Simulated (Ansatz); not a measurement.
Species: chlorosilane, sum formula SiH3Cl, net charge 0, singlet state. SMILES: [SiH3]Cl
Structure (B3LYP-D3(BJ)/def2-TZVP (Ansatz, a quantum-chemistry and plane-wave program) minimum search):
```xyz
5

Si    -0.9899    -0.0500    -0.0380
Cl     1.0723     0.0541     0.0412
H     -1.3688    -1.0690    -1.0360
H     -1.5103     1.2742    -0.4302
H     -1.4910    -0.4257     1.2983
```

Wanted: atomisation energy (electronic, to ground-state atoms), in kJ/mol. Valence correlation only, unless marked. Open shells are spin-unrestricted. No spin-orbit coupling. Non-relativistic. The coupled-cluster limit lacks core correlation, which all-electron functionals hold. CBS marks a two-point X^-3 extrapolation of the correlation energy; Hartree-Fock from the larger set.

```json
[
 {"level": "HF/def2-QZVPPD", "program": "Ansatz", "atomisation energy (kJ/mol)": "1108.9"},
 {"level": "BLYP-D4/def2-TZVPD", "program": "Ansatz + dftd4", "atomisation energy (kJ/mol)": "1389.0"}
]
```

Q: Predict the CCSD(T)/CBS(def2-TZVPPD,def2-QZVPPD) result (Ansatz).

A: 1425.1 kJ/mol, so BLYP-D4/def2-TZVPD differs from it by -36.1 kJ/mol.
